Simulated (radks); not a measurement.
Results of a calculation; reference values are marked as such.
Initial-state core-level shifts of the cadmium ion Cd2+ when its valence configuration changes from [Kr] 4d10. Level of theory: scalar-relativistic Kohn-Sham, PBE, spin-polarised, spherical densities, finite nucleus; open shells are filled with parallel spins first (spin-orbit coupling, left out, can overturn this in heavy ions); Fermi nuclear charge, rms radius 4.6087 fm (a radial shooting solver on a logarithmic mesh with Libxc functionals). Shifts are changes of the shell-averaged eigenvalues in eV (positive: less bound); the change of the density at the nucleus, which sets a Mossbauer isomer shift, is in e/bohr^3, on a base of 1.637e+05.

valence,2p,3s,3p,4p,density at nucleus
4d8 5p2,-15.055,-14.756,-14.756,-12.838,+10.41
4d9 5s1,-6.022,-5.877,-5.878,-5.042,+40.36
4d9.5 5p0.5,-3.673,-3.622,-3.622,-3.238,+2.16
4d9.5 5s0.5,-2.965,-2.899,-2.900,-2.509,+19.11
4d9 5p1,-7.410,-7.291,-7.291,-6.460,+4.62
4d8.5 5p1.5,-11.203,-11.003,-11.003,-9.660,+7.37
4d6.5 5s2 5p1.5,-24.771,-24.018,-24.019,-20.079,+110.82
4d8.5 5s1.5,-9.227,-8.986,-8.988,-7.656,+63.08
4d6.5 5s1 5p2.5,-25.746,-25.023,-25.023,-21.021,+67.69
